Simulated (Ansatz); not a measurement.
Total energies of MoO2(NH2)2 (MoN2O2H4) from Ansatz at LC-ωPBE/def2-TZVP, gas phase (1 Eh = 27.2114 eV = 2625.5 kJ/mol). The reference geometry is relaxed at PBE0-D4/def2-SVP.

```xyz
9

Mo    0.070    0.127   -0.637
O    -0.021    1.684   -1.267
O     0.354   -1.076   -1.777
N    -1.615   -0.260    0.218
H    -2.021   -1.189    0.287
H    -2.243    0.447    0.589
N     1.523    0.091    0.631
H     1.866    0.906    1.130
H     2.088   -0.730    0.828
```

```json
{"state": "charge 0 singlet", "geometry": "reference", "energy (Eh)": "-330.66949"}
{"state": "charge 1 doublet", "geometry": "reference", "energy (Eh)": "-330.30223"}
{"state": "free Mo atom (septet)", "geometry": "–", "energy (Eh)": "-68.11651"}
{"state": "free O atom (triplet)", "geometry": "–", "energy (Eh)": "-75.04943"}
{"state": "free N atom (quartet)", "geometry": "–", "energy (Eh)": "-54.56726"}
{"state": "free H atom (doublet)", "geometry": "–", "energy (Eh)": "-0.50601"}
```

In the def2 sets Mo takes a core potential; there is no spin–orbit coupling. LC-ωPBE has ω = 0.4 bohr⁻¹.

Task: Work out the vertical ionisation energy to the doublet.

Result: E(charge 1 doublet) − E(charge 0 singlet) = -330.30223 − (-330.66949) = 0.36726 Eh = 9.99 eV. For comparison, −ε of the highest occupied level is 10.39 eV at this level, 0.40 eV more.

Task: What is the binding energy per atom against free atoms?

Result: Atoms: 1 × (-68.11651) + 2 × (-75.04943) + 2 × (-54.56726) + 4 × (-0.50601) = -329.37393 Eh. Binding: -329.37393 − (-330.66949) = 1.29556 Eh = 35.25 eV, or 3.92 eV for each of 9 atoms (no zero-point energy, no counterpoise term).
